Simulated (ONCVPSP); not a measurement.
## Before and after: ONCV potential for zirconium

ONCVPSP 4.0.1 input, shortened (lines: element, Z, core and valence counts, functional; n l f; lmax; l rc ep ncon nbas qcut; lloc lpopt rc5 dvloc0; l nproj debl; icmod fcfact rcfact), PBE, scalar-relativistic:

```
  Zr 40.00    6    4        4      upf
    1    0    2.00
    2    0    2.00
    2    1    6.00
    3    0    2.00
    3    1    6.00
    3    2   10.00
    4    0    2.00
    4    1    6.00
    4    2    3.00
    5    0    1.00
    2
    0    2.40    0.00    4    8    4.30
    1    1.60    0.00    4    7   10.50
    2    2.00    0.00    4    8    4.30
    4    5    1.15    3.00
    0    2    0.80
    1    2    3.40
    2    3    3.70
    3    4.75    1.60
```

Change: all radii but the core radius scaled by about 1.15 (s 2.78, p 1.84, d 2.30 bohr); local potential polynomial inside 1.32 bohr (lpopt 5, dvloc0 3 Ha).

Cutoffs: the cutoffs (Ha) at which the residual kinetic energy of the hardest occupied pseudo-wave falls to 1 and 0.1 mHa per electron; they do not see the model core or the augmentation charge, which bear on the density cutoff. Errors are all-electron minus pseudo energies relative to the spin-unpolarised reference configuration.

**Question.** How do hardness, ghosts and transferability respond?

**Answer.** The potential gets softer (29 Ha and 56 Ha → 23 Ha and 41 Ha); of the 4 tests that both files solve, the error grows in 3 and shrinks in 1 by more than 15 % and 0.3 meV (median size 1.3 → 3.6 meV); neither file shows a bound ghost. A larger radius leaves more room for a smooth pseudo-wave, so fewer plane waves are needed.

| quantity | base | changed |
| --- | --- | --- |
| cutoff, loose | 29 Ha | 23 Ha |
| cutoff, tight | 56 Ha | 41 Ha |
| loose cutoff by channel | s 5.0 Ha, p 29 Ha, d 29 Ha | s 5.4 Ha, p 23 Ha, d 14 Ha |
| bound ghosts | none | none |
| GHOST(+) flags under 300 eV | s at 72.2 eV | none |
| error for 4s2 4p6 4d2 5s2, meV [ΔE -1.20 eV] | -2.1 | +3.2 |
| error for 4s2 4p6 4d2 5s1, meV [ΔE 5.94 eV] | +1.0 | +4.6 |
| error for 4s2 4p6 4d2 5s0, meV [ΔE 18.88 eV] | -1.1 | +0.6 |
| error for 4s2 4p6 4d2 5s0 5p1, meV [ΔE 9.66 eV] | +1.5 | +3.9 |
| rms error of d²Exc/dni dnj with the model core, mHa | 3.43 | 3.44 |
